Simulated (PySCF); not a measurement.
PySCF input file for CH₂N, SMILES C=[N], multiplicity 2, IEF-PCM-PBE0/def2-TZVPD. Coordinates come from a PBE0-D3(BJ)/def2-TZVPD optimisation. The isomer is the one that the SMILES or the coordinates give; other isomers of the formula were not compared.

```python
import numpy as np
from pyscf import gto, scf, dft
from pyscf.solvent import pcm

mol = gto.M(
    atom='''
    C     0.00000000    0.00000000   -0.50085569
    N    -0.00000000   -0.00000000    0.73587560
    H    -0.00000000    0.93782963   -1.07299755
    H    -0.00000000   -0.93782963   -1.07299755
    ''',
    basis='def2-TZVPD',
    charge=0,
    spin=1,
    max_memory=1600,
    verbose=3,
)
mf = dft.UKS(mol, xc='pbe0').density_fit(auxbasis='def2-universal-jkfit')
mf.grids.level = 3
mf.conv_tol = 1e-9
mf.max_cycle = 100
mf.kernel()
fine, coarse = mf.grids, dft.Grids(mol).set(level=1).build(with_non0tab=True)
for _ in range(3):  # follow internal instabilities
    mf.grids = coarse
    mo, _, stable, _ = mf.stability(return_status=True, nroots=4)
    mf.grids = fine
    if stable:
        break
    mf.kernel(mf.make_rdm1(mo, mf.mo_occ))
res = {}
for name, eps in {'water': 78.355, 'dichloromethane': 8.93, 'benzene': 2.2706}.items():
    s = mf.PCM()
    s.with_solvent.method, s.with_solvent.eps, s.with_solvent.lebedev_order = 'IEF-PCM', eps, 29
    s.kernel(mf.make_rdm1())
    res[name] = (s.e_tot, eps, s.dip_moment(), s.mo_energy, s.converged)
    print(f'{name}: electrostatic solvation free energy {(s.e_tot - mf.e_tot) * 627.509474:.3f} kcal/mol')
```

Output:

```

WARN: HOMO -0.217773733383474 >= LUMO -0.217773733383474

converged SCF energy = -93.9038684123551  <S^2> = 0.76243865  2S+1 = 2.0124002
<class 'pyscf.df.df_jk.DFUKS'> wavefunction is stable in the internal stability analysis

WARN: PCM is an experimental feature. It is still in testing.
Features and APIs may be changed in the future.

converged SCF energy = -93.9108830560506  <S^2> = 0.76176648  2S+1 = 2.0117321
Dipole moment(X, Y, Z, Debye):  0.00000,  0.00000, -3.27878
water: electrostatic solvation free energy -4.402 kcal/mol

WARN: PCM is an experimental feature. It is still in testing.
Features and APIs may be changed in the future.

converged SCF energy = -93.9097623708978  <S^2> = 0.76188225  2S+1 = 2.0118472
Dipole moment(X, Y, Z, Debye):  0.00000, -0.00000, -3.15066
dichloromethane: electrostatic solvation free energy -3.699 kcal/mol

WARN: PCM is an experimental feature. It is still in testing.
Features and APIs may be changed in the future.

converged SCF energy = -93.9069191550579  <S^2> = 0.76216481  2S+1 = 2.012128
Dipole moment(X, Y, Z, Debye): -0.00000,  0.00000, -2.82895
benzene: electrostatic solvation free energy -1.914 kcal/mol
```

The calculation finished and met its thresholds.

Cost: very roughly 50 core-seconds.
